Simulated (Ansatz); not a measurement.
```
atom   x (Å)    y (Å)    z (Å)
   F  0.0302  -0.3499  -1.2142
   H  0.0229   0.4116  -0.8069
   F  0.0364   0.3756   1.1608
   H  0.0004  -0.4963   0.8271
```

Basis set: STO-3G (spherical functions). Frozen core: 2 orbitals. Charge 0, multiplicity 1.

Computed with Ansatz (development build ahead of 0.2.0); each method stands on the lowest determinant of its kind that the runs found. Restricted open shells among the atoms or ions are ROHF, correlated in semicanonical orbitals with singles.

The atomization energy at this shape (free ground-state atoms in the same class of orbitals less the molecule, no zero-point energy) of singlet H₂F₂:

```
 method  atomization energy
RHF-MP2             7.13 eV
```

**Question.** What does RHF give?

**Answer.** 6.21 eV. Caution: the shape is not the minimum.

This basis has no polarisation functions and is too small for such energies, which can lie far from measured ones in either direction.
